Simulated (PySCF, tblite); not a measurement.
A database entry of computed molecular properties. Lists by class give the value and the number of equivalent atoms.

```json
{
 "formula": "C7H10F3P",
 "smiles": "CC#CP(C(C)C)C(F)(F)F",
 "inchi": "InChI=1S/C7H10F3P/c1-4-5-11(6(2)3)7(8,9)10/h6H,1-3H3",
 "charge": 0,
 "multiplicity": 1,
 "geometry_level": "GFN2-xTB",
 "electronic_structure_code": "PySCF",
 "results": {
  "GFN2-xTB geometry": {
   "point_group": "C1",
   "rotational_constants_GHz": [1.049, 0.805, 0.527]
  },
  "PBE0/pcSseg-1 ground state and GIAO shieldings, non-relativistic": {
   "dipole_D": 3.0,
   "homo_eV": -7.1,
   "lumo_eV": -0.28,
   "shift_vs_computed_TMS_C_by_class_ppm": [
    [141.3, 1],
    [114.7, 1],
    [78.7, 1],
    [33.8, 1],
    [21.2, 2],
    [6.1, 1]
   ],
   "shift_vs_computed_TMS_H_by_class_ppm": [
    [2.63, 1],
    [2.23, 3],
    [1.3, 6]
   ],
   "shielding_other_nuclei_by_class_ppm": [
    ["F", 240.8, 3],
    ["P", 356.0, 1]
   ]
  },
  "GFN2-xTB harmonic vibrations, gas phase": {
   "strongest_ir_bands_cm-1_km_per_mol_modes": [
    [1037.5, 233.8, 1],
    [1043.7, 207.9, 1],
    [1081.1, 196.4, 1],
    [2315.1, 161.4, 1],
    [3019.4, 57.9, 2],
    [3025.0, 47.4, 1]
   ],
   "zpe_kcal_per_mol": 96.1
  }
 }
}
```

The zero-point energy, half the sum of the 57 harmonic wavenumbers, equals 33610 cm⁻¹ or 402 kJ/mol. With B = h/(8π²I), that is 505.379 GHz u Å² over I, the principal moments of inertia are 481.7, 627.9 and 959.1 u Å² (most abundant isotopes). A dipole of 3.00 D is allowed in C1, and pure rotational transitions are dipole-allowed. The dipole matches unit charges of opposite sign 0.62 Å apart (1 e·Å = 4.8032 D). The rotational constants make it an asymmetric top with κ = (2B − A − C)/(A − C) = 0.06, midway between the prolate (−1) and oblate (+1) limits.

One conformer (not necessarily the lowest) at the GFN2-xTB geometry, without solvent or vibrations. NMR classes are plain means over equivalent atoms (diastereotopic ones count apart unless rotation or inversion swaps them), as if these changed places fast; in this geometry the members of some classes differ.

Shape of the structure used: `[CH3:1][C:2]#[C:3][P:4]([CH:5]([CH3:6])[CH3:7])[C:8]([F:9])([F:10])[F:11]`: C3–P4–C5–C6 68°, C3–P4–C8–F9 178°.
